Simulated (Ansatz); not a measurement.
Start from `[Cl][Hf]([Cl])([Cl])[Br]` and change one atom or group to get `[F][Hf]([Cl])([Cl])[Cl]`.

Ansatz, PBE0-D4/def2-TZVP geometries, multiplicity 1. 

Elements past krypton have def2 core potentials. Scalar relativity is left out up to krypton. Spin–orbit coupling is left out; it splits and shifts lone-pair levels of the heavy atoms by tenths of an eV.

```tsv
property	`[Cl][Hf]([Cl])([Cl])[Br]`
size of the dipole moment (ωB97M-V/def2-TZVPP) / D	0.00
size of the dipole moment (PBE/def2-TZVPP) / D	0.08
HOMO energy (PBE0/def2-TZVPP) / eV	-9.22
HOMO–LUMO gap (ωB97M-V/def2-TZVPP) / eV	11.30
LUMO energy (PBE/def2-TZVPP) / eV	-2.97
LUMO energy (PBE0/def2-TZVPP) / eV	-2.19
```

(1) What does the change do to each property? (Estimate.)

## Answers

(1) Computed: 
| property | `[F][Hf]([Cl])([Cl])[Cl]` | shift |
| --- | --- | --- |
| size of the dipole moment (ωB97M-V/def2-TZVPP) / D | 0.06 | 0.06 |
| size of the dipole moment (PBE/def2-TZVPP) / D | 0.06 | -0.02 |
| HOMO energy (PBE0/def2-TZVPP) / eV | -9.70 | -0.48 |
| HOMO–LUMO gap (ωB97M-V/def2-TZVPP) / eV | 12.16 | 0.86 |
| LUMO energy (PBE/def2-TZVPP) / eV | -2.69 | 0.28 |
| LUMO energy (PBE0/def2-TZVPP) / eV | -1.88 | 0.31 |

With PBE0 the HOMO falls by 0.48 eV and the LUMO rises by 0.31 eV, so the gap widens by about 0.79 eV. PBE moves the HOMO by -0.37 eV and ωB97M-V by -0.51 eV. Dipoles are sizes alone; their direction can turn.
